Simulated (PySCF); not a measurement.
**Correlation energy of K³⁺ (potassium, charge +3)**

[Ne] 3s2 3p4, high-spin 3P determinant. Calculation: PySCF 2.14, in Sapporo-DKH3-DZP-2012; the spin-free X2C one-electron Hamiltonian (Gaussian nucleus). Frozen: [Ne] 3s2; 4 electrons correlated.

Total MP2 correlation energy: -55.05 mhartree.

Same-spin part -22.06 and opposite-spin part -32.99 mhartree; SCS-MP2 scales them by 1/3 and 6/5 to -46.94 mhartree.

```json
{"level": "CCSD", "correlation energy (mhartree)": "-67.61"}
{"level": "(T)", "correlation energy (mhartree)": "-0.04"}
{"level": "CCSD(T)", "correlation energy (mhartree)": "-67.65"}
```

Diagnostics: T1 = 0.0013, D1 = 0.0029, largest double amplitude 0.057.

Cost of the coupled-cluster step: 0.19 s of wall time on 1 thread of Neoverse-N1 (shared host), for 4 correlated electrons.

Iterations:

```
CC2 = 0
CCSD nocc = (np.int64(3), np.int64(1)), nmo = (20, 20)
frozen orbitals [[0, 1, 2, 3, 4, 5], [0, 1, 2, 3, 4, 5]]
max_cycle = 100
direct = 0
conv_tol = 1e-08
conv_tol_normt = 1e-06
diis_space = 8
diis_start_cycle = 0
Init t2, MP2 energy = -0.0550518180890057
Init E_corr(UCCSD) = -0.0550518180924629
cycle = 1  E_corr(UCCSD) = -0.0652557002410421  dE = -0.0102038821  norm(t1,t2) = 0.024134
cycle = 2  E_corr(UCCSD) = -0.0671387198907543  dE = -0.00188301965  norm(t1,t2) = 0.00506366
cycle = 3  E_corr(UCCSD) = -0.0676198692944894  dE = -0.000481149404  norm(t1,t2) = 0.00127505
cycle = 4  E_corr(UCCSD) = -0.0676138671538419  dE = 6.00214065e-06  norm(t1,t2) = 0.000170889
cycle = 5  E_corr(UCCSD) = -0.0676144856537319  dE = -6.1849989e-07  norm(t1,t2) = 1.70915e-05
cycle = 6  E_corr(UCCSD) = -0.0676143499891134  dE = 1.35664618e-07  norm(t1,t2) = 2.61128e-06
cycle = 7  E_corr(UCCSD) = -0.067614376623076  dE = -2.66339625e-08  norm(t1,t2) = 3.0617e-07
cycle = 8  E_corr(UCCSD) = -0.0676143733491064  dE = 3.27396958e-09  norm(t1,t2) = 3.67467e-08
UCCSD converged
E(UCCSD) = -598.6123715096742  E_corr = -0.06761437334910639
UCCSD(T) correction = -4.11421980551445e-05
```
